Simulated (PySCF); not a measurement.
SMILES F[Te]F at its PBE0/def2-SVP optimised geometry (Å):

```
3

Te    -0.8599    -0.9577     0.0000
F      1.0667    -0.9577     0.0000
F     -1.0667     0.9577     0.0000
```

Method: PBE0/def2-TZVP, def2 effective core potentials past Kr in PySCF 2.14.0. The core electrons that the potentials of Te replace are not part of the density.

Map of the HOMO amplitude (bohr^(-3/2)) on the plane z = 1.0 Å; orbital energy -6.82 eV, overall sign arbitrary:

```
|...........................|
|...........................|
|...........................|
|...........................|
|...........................|
|...........................|
|.......     ...............|
|......      ...............|
|......       ..............|
|......      ...............|
|.......    ................|
|...........................|
|.....:::::--:::............|
|....::--====--:............|
|...::-=+****+=::.    ......|
|...::-=*#%%#*=-:.    ......|
|..::-=+#%@@%#+-:      .....|
|..::-=+#%@@@#+-:      .....|
|..::-=+*%@@%#+-:.    ......|
|...::-=+####*=-:.    ......|
|...::--=+**+=-::...........|
|....::--====--::...........|
|....:::------::............|
|.....:::::::::.............|
|.......::::::..............|
|...........................|
|...........................|
```
Scale: ten equal steps from -0.026 (start of ' ') to 0.167 (end of '@'), in the order ' .:-=+*#%@'; x runs from -3.50 to 3.50, y from -3.50 (bottom) to 3.50 (top).
